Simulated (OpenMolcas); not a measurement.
**Cu6+: from RASSCF to RASPT2**

```
Program             : OpenMolcas
Basis               : ANO-RCC-VTZP [6s5p3d2f1g]
Scalar Hamiltonian  : DKH2, point nucleus
Active space        : 11 electrons in 8 orbitals (RAS1 3p, at most 2 holes; RAS2 3d)
State averaging     : 2S+1 = 6 even, 1 root; 2S+1 = 4 even, 24 roots; 2S+1 = 2 even, 53 roots
Spin-orbit coupling : RASSI with atomic mean-field integrals over the reference wave functions, term energies averaged over their components
```

Methods on the same reference wave functions:
A. RASSCF
B. SS-RASPT2, IPEA 0.25 Eh, imaginary shift 0.1 Eh (closed shells correlated: 3s)
C. MS-RASPT2, IPEA 0.25 Eh, imaginary shift 0.1 Eh (closed shells correlated: 3s)

Energies in cm-1 above 3d5 6S 5/2, the measured ground level; measured values from the list in Gamrath, thesis, University of Mons (2023).

| Level | A | B | C | Measured |
| --- | --- | --- | --- | --- |
| 3d5 6S 5/2 | 0.0 | 0.0 | 0.0 | 0.0 |
| 3d5 4G 5/2 | 52021 | 47610 | 47610 |  |
| 3d5 4G 7/2 | 52165 | 47750 | 47750 |  |
| 3d5 4G 11/2 | 52207 | 47780 | 47780 |  |
| 3d5 4G 9/2 | 52251 | 47830 | 47830 |  |
| 3d5 4P 5/2 | 53844 | 52340 | 52340 | 50732 |
| 3d5 4P 3/2 | 54080 | 52640 | 52640 | 51067 |
| 3d5 4P 1/2 | 54297 | 52990 | 52990 | 51407 |
| 3d5 4D 7/2 | 61928 | 57410 | 57410 | 55742 |
| 3d5 4D 1/2 | 62219 | 57770 | 57770 | 56210 |
| 3d5 4D 3/2 | 62396 | 58080 | 58080 | 56428 |
| 3d5 4D 5/2 | 62422 | 58150 | 58150 | 56427 |
| 3d5 2D 5/2 [62 %] | 76114 | 73210 | 73240 |  |
| 3d5 2I 11/2 | 76119 | 69420 | 69420 | 67757 |
| 3d5 2I 13/2 | 76483 | 69740 | 69740 | 67918 |
| 3d5 2D 3/2 | 77685 | 74640 | 74640 | 72227 |
| 3d5 2F 7/2(1) | 80031 | 76990 | 76800 | 74408 |
| 3d5 4F 9/2 | 82431 | 77890 | 77890 | 75930 |
| 3d5 4F 7/2 | 82610 | 78180 | 78240 | 76349 |
| 3d5 4F 3/2 | 83132 | 78860 | 78860 | 76886 |
| 3d5 2H 9/2 [75 %] | 87954 | 82880 | 82880 | 80717 |
| 3d5 2H 11/2 | 88938 | 84120 | 84120 | 81954 |
| 3d5 2G 7/2 | 91968 | 85250 | 85240 | 82746 |

Deviations, from unrounded energies. A percentage is the sum of absolute deviations over the sum of measured energies, with the sign that they share, or ± where signs differ.

```json
{"Against measurement": "mean absolute deviation (cm-1)", "Levels": "17", "A": "6100", "B": "1900", "C": "1900"}
{"Against measurement": "other terms of the ground configuration (%)", "Levels": "17", "A": "+9.1", "B": "+2.9", "C": "+2.8"}
```

B, C lie about equally close to measurement and A furthest from it. The largest miss of C in the table is 3d5 2G 7/2, by +2500 cm-1. The ranking rests on the paired levels alone, and a cruder setting can come out closer through cancelling errors.

Between B and C the level of the table that moves most is 3d5 2F 7/2(1), by 200 cm-1 (lowest in C, highest in B). Moves below CASPT2's spread within the term are not significant.

The two smallest mean deviations differ by little beside CASPT2's spread within terms, so their order carries little weight.

From A to B the spin-free energies of the other terms of 3d5 shown, above 6S, scale by factors of 0.91 to 0.98.

The lowest spin-free term lies below A's lowest term by 0.360 hartree in B, 0.360 hartree in C.

CASPT2 does not keep the components of a term degenerate, so their means are used; among the terms shown or strongly mixed into the levels shown the widest spread is 660 cm-1 (3d5 2I, C). Some levels mix across a computed gap that differs much from the measured one, so their mixing is not that of the real levels. Active for correlation alone: 3p; no level in the range computed is led by a configuration that opens it, so any true level of that kind is missing. Without dynamic correlation excited terms often stand tens of per cent too high (terms of higher spin than the ground term too low), and those without a measured partner can miss by more than the paired ones (holds for A). Computed and measured levels are paired by configuration, term and J; levels that our copy of the source lacks, or whose pairing is in doubt (as where it misses far off the trend of its configuration), stay unpaired and out of the deviations. Levels of configurations outside the active space are missing. Levels that lie high or do not pair safely by name in every column are left out.

A share in square brackets marks a mixed level and gives the weight of the term that names it, the lowest over the columns. A number in round brackets counts repeated terms of one configuration in the order of the reference energies.
